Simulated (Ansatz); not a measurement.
Isolated molecules relaxed with PBE0-D4/def2-TZVP in Ansatz; ΔE leaves out vibrations. CBS: MP2 limit from def2 TZ/QZ plus the TZ coupled-cluster correction, frozen cores. This one scheme is used for every species. DFT in def2-TZVPP. HSE06 is defined as in plane-wave codes. def2 core potentials past Kr. For Zr outer-core shells are correlated without core-valence functions, which leaves a few kJ/mol of doubt a bond.

Reaction (ligand exchange at a Zr–C bond): `C#[C][Zr]([F])([F])[Cl]` + HCl → `[F][Zr]([F])([Cl])[Cl]` + `C#C`

Question: Is it downhill or uphill in electronic energy at CCSD(T)/CBS, and by how much? (Best estimate.)

Answer: The calculation gave: Downhill: ΔE = -130.9 kJ/mol.

Question: What do these levels give: BHLYP-D4, revPBE, r2SCANh, HSE06, CCSD/def2-TZVPP, CCSD/CBS(def2)? (Estimate.)

Answer: Computed: BHLYP-D4 -135.8, revPBE -127.0, r2SCANh -134.7, HSE06 -132.2, CCSD/def2-TZVPP -125.5, CCSD/CBS(def2) -132.4 kJ/mol.

Question: What do rigid-rotor, harmonic-oscillator terms from PBE0-D4/def2-TZVP frequencies (298.15 K, 1 bar) make of the CCSD(T)/CBS value? (An estimate is asked.)

Answer: Ansatz gave: ΔZPE = +8.7 kJ/mol, ΔH = -124.7 kJ/mol, ΔS = -18 J/(mol·K), ΔG = -119.3 kJ/mol.

Largest T1 diagnostic among the species: 0.017.

From PBE to PBE0 (25 % exact exchange), in def2-TZVPP and without D4, ΔE moves by −3.3 kJ/mol. Leaving LDA and LC-ωPBE aside and taking each functional with its dispersion term where it has one, the values, not all of them listed here, spread over 10.2 kJ/mol, from BHLYP-D4 to revPBE-D4. LDA lies −4.0 kJ/mol from PBE without D4. In def2-TZVPP, CCSD(T) changes the Hartree–Fock value by +13.4 kJ/mol (the triples alone add +1.5 kJ/mol) and MP2 by +10.7 kJ/mol.
